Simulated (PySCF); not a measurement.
Diatomic cations of Pb with the third period

PBE with double-zeta basis sets in PySCF, for the lowest determinant that a PBE0 search found; no spin–orbit coupling. De refers to high-spin ground-configuration atoms (the charge goes to the atom of lower measured ionisation energy or higher electron affinity, which is not always the lowest computed limit). A positive dipole points towards Pb; it is taken about the centre of mass and depends on that origin.

```
 M               basis  charged atom  state (unpaired electrons)  Re (Å)  ωe (cm⁻¹)  De (eV)   μ (D)
Na  cc-pVDZ/cc-pVDZ-PP           Na+          triplet (σ ↑, π ↑)   3.472        101      n/a  -10.25
Mg            def2-SVP           Pb+               doublet (π ↑)   3.029        175      n/a   -7.06
Al            def2-SVP           Al+          triplet (σ ↑, π ↑)   3.069        154      n/a   -5.15
Si            def2-SVP           Pb+         quartet (σ ↑, π ↑↑)   2.667        263      n/a   -2.28
 P            def2-SVP           Pb+              triplet (π ↑↑)   2.650        287      n/a   -0.29
 S            def2-SVP           Pb+               doublet (π ↑)   2.518        334      n/a    1.07
Cl            def2-SVP           Pb+      singlet (closed shell)   2.411        371      n/a    2.50
```

The shortest bond is that of PbCl⁺ (2.411 Å), the longest that of NaPb⁺ (3.472 Å).

The rows differ in basis set, which adds steps of its own.

The state changes along the series, so neighbouring rows are not always alike in their bonding.

These are scalar-relativistic numbers at best; spin–orbit coupling would shift them, the dissociation energy most. States were picked by a PBE0 search and need not be the measured ground states.
